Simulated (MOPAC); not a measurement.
MOPAC input (PM3):

```
PM3 1SCF CHARGE=-1 GEO-OK AUX(PRECISION=9) THREADS=1
HGe2

Ge   -0.00000000 1   -0.00000000 1   -1.13240800 1
Ge    0.00000000 1    0.00000000 1    1.05062600 1
H     0.00000000 1    0.00000000 1    2.61704200 1
```

From the output:

```
                                                       MOPAC v23.2.5 Linux

          FINAL HEAT OF FORMATION =         64.47216 KCAL/MOL =     269.75150 KJ/MOL

          COSMO AREA              =        110.34 SQUARE ANGSTROMS
          COSMO VOLUME            =        102.39 CUBIC ANGSTROMS

          IONIZATION POTENTIAL    =          2.285506 EV
          HOMO LUMO ENERGIES (EV) =         -2.286  2.879
          NO. OF FILLED LEVELS    =          5
          MOLECULAR WEIGHT        =        146.1879         POINT GROUP:  C*v

          MOLECULAR DIMENSIONS (Angstroms)

            Atom       Atom       Distance
            H     3   Ge     1     3.74945
            H     3   Ge     1     0.00000
           Ge     1   Ge     2     0.00000

          SCF CALCULATIONS        =          1

   ATOM   CHEMICAL          X               Y               Z
  NUMBER   SYMBOL      (ANGSTROMS)     (ANGSTROMS)     (ANGSTROMS)

     1      Ge         -0.00000000  *  -0.00000000  *  -1.13240800  *
     2      Ge          0.00000000  *   0.00000000  *   1.05062600  *
     3       H          0.00000000  *   0.00000000  *   2.61704200  *

                             CARTESIAN COORDINATES

   1   Ge       -0.000000000    -0.000000000    -1.132408000
   2   Ge        0.000000000     0.000000000     1.050626000
   3    H        0.000000000     0.000000000     2.617042000

           Empirical Formula: H Ge2  =     3 atoms

      MOLECULAR POINT GROUP   :   C*v

                  EIGENVALUES
 -11.55684  -6.91046  -2.84280  -2.84280  -2.28551   2.87928   2.87928   4.81132
  14.01910

              NET ATOMIC CHARGES AND DIPOLE CONTRIBUTIONS

  ATOM NO.   TYPE          CHARGE      No. of ELECS.   s-Pop       p-Pop
    1         Ge          -1.230118        5.2301     0.03264     5.19747
    2         Ge           0.527104        3.4729     1.84534     1.62756
    3          H          -0.296986        1.2970     1.29699
 DIPOLE           X         Y         Z       TOTAL
 POINT-CHG.     0.000     0.000     5.509     5.509
 HYBRID        -0.000    -0.000     2.275     2.275
 SUM           -0.000    -0.000     7.784     7.784

          ATOMIC ORBITAL ELECTRON POPULATIONS

     Atom    s        px        py        pz
    1 Ge   0.03264   1.60887   1.60887   1.97973
    2 Ge   1.84534   0.39113   0.39113   0.84530
    3  H   1.29699

 **********************
 *                    *
 * JOB ENDED NORMALLY *
 *                    *
 **********************

 == MOPAC DONE ==
```

The dipole moment of an ion depends on the origin.

The geometry given is a B3LYP-D3(BJ)/def2-TZVP minimum.
